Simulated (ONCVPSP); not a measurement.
## PBE ONCV dataset for niobium (Nb), scalar-relativistic all-electron reference.

Nb (Z = 41), optimised norm-conserving Vanderbilt (ONCV), made with ONCVPSP 4.0.1 (PBE, scalar-relativistic). Core [Kr], reference 4d4 5p1. Waves: s scattering state at 0.23 Ha: rc 3.15 bohr, ncon 4, nbas 8, qcut 1.8 1/bohr, 1 projector; 5p: rc 4.00 bohr, ncon 5, nbas 10, qcut 2.2 1/bohr, 1 projector; 4d: rc 2.35 bohr, ncon 3, nbas 7, qcut 8.1 1/bohr, 2 projectors, debl 1 Ha. Local part: polynomial inside 2.00 bohr (lpopt 5, dvloc0 2 Ha). Core correction: none.

In the s channel the program set the typed energies aside and used 0.050 Ha.

* Cutoffs needed: 15 Ha and 19 Ha (the cutoffs (Ha) at which the residual kinetic energy of the hardest occupied pseudo-wave falls to 1 and 0.1 mHa per electron)
* Ghost test: no bound ghost flagged but for a GHOST(-) flag that falls on a real empty level of the atom; GHOST(+) flagged for s at 4.9 eV
* Configuration tests: 2 of 4 tests not solved or not reliable
